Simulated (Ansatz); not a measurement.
Stepwise reaction of `[NH2][AlH2]` with water, as a gas-phase model of exchange steps in deposition or etching. ΔE in kJ/mol; ΔG adds harmonic PBE0-D4 terms to CCSD(T)/CBS, at 1 bar.

Calculated with Ansatz (gas phase, PBE0-D4/def2-TZVP geometries, no zero-point term in ΔE). CCSD(T)/CBS adds triple-zeta CCSD(T) − MP2 to the extrapolated MP2 energy (def2 sets, frozen cores). This one scheme is used for every species. Functionals use def2-TZVPP. B3LYP here is the variant with VWN-RPA as its local correlation; programs differ in this. Each species was taken in one conformer, which may not be the lowest.

```json
{"step": "2", "reaction": "`[NH2][AlH][OH]` + H₂O → `[NH2][Al]([OH])[OH]` + H₂", "PBE-D4": "-104.7", "B3LYP-D4": "-112.5", "ωB97M-V": "-110.2", "CCSD(T)/CBS": "-111.2", "ΔG(400 K)": "-110.3"}
```

(1) Give the row of step 1, `[NH2][AlH2]` + H₂O → `[NH2][AlH][OH]` + H₂. (Estimate.)

(2) By hand: ΔE of the 2 steps together at CCSD(T)/CBS.

Results:

(1) Ansatz gave: 
| step | reaction | PBE-D4 | B3LYP-D4 | ωB97M-V | CCSD(T)/CBS | ΔG(400 K) |
| --- | --- | --- | --- | --- | --- | --- |
| 1 | `[NH2][AlH2]` + H₂O → `[NH2][AlH][OH]` + H₂ | -111.4 | -117.9 | -116.2 | -116.4 | -118.0 |

(2) (-116.4) + (-111.2) = -227.6 kJ/mol, or -113.8 kJ/mol a step.

In ΔE each step is higher than the one before. All are downhill at CCSD(T)/CBS. ΔG lies between -118.0 and -110.3 kJ/mol a step. PBE-D4 differs from CCSD(T)/CBS by 5.0 to 6.5 kJ/mol a step. Isolated molecules leave out the surface, adducts and barriers. Largest T1 diagnostic: 0.011.
